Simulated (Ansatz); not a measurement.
Relaxation of BCl2FH3N (8 atoms, charge 0, multiplicity 1), to a largest force component of 0.03 eV/Å in at most 50 steps.

Level of theory: Ansatz, RKS revPBE/def2-SVP.

```xyz
8
Properties=species:S:1:pos:R:3
B 0.000 0.543 -0.462
F -0.162 -0.049 1.994
Cl 1.455 -0.446 -0.709
N -1.270 0.107 -0.860
H -1.445 -0.849 -1.167
H -2.104 0.682 -0.753
Cl 0.201 2.305 0.040
H 0.138 0.822 2.134
```

Task: Where does it end, and by what steps?

Result: It converged. After 9 steps the energy has fallen by 0.129 eV; F2 moved furthest, 0.47 Å.

| step | energy less start (eV) | largest force component (eV/Å) | accepted |
| --- | --- | --- | --- |
| 0 | 0.0000 | 0.570 | yes |
| 1 | -0.0474 | 1.765 | yes |
| 2 | -0.0735 | 1.726 | yes |
| 3 | -0.1088 | 0.672 | yes |
| 4 | -0.1221 | 0.215 | yes |
| 5 | -0.1256 | 0.344 | yes |
| 6 | -0.1275 | 0.247 | yes |
| 7 | -0.1284 | 0.110 | yes |
| 8 | -0.1289 | 0.059 | yes |
| 9 | -0.1290 | 0.018 | yes |

```xyz
8
Properties=species:S:1:pos:R:3
B 0.019 0.535 -0.584
F -0.151 0.050 2.457
Cl 1.458 -0.445 -0.914
N -1.266 0.100 -0.920
H -1.442 -0.824 -1.313
H -2.101 0.650 -0.723
Cl 0.227 2.173 0.151
H 0.067 0.876 2.063
```

Time of the run: 6.4 s on 2 threads of AMD EPYC 9R45 96-Core Processor (Zen 5) (shared host), peak memory 0.16 GiB.
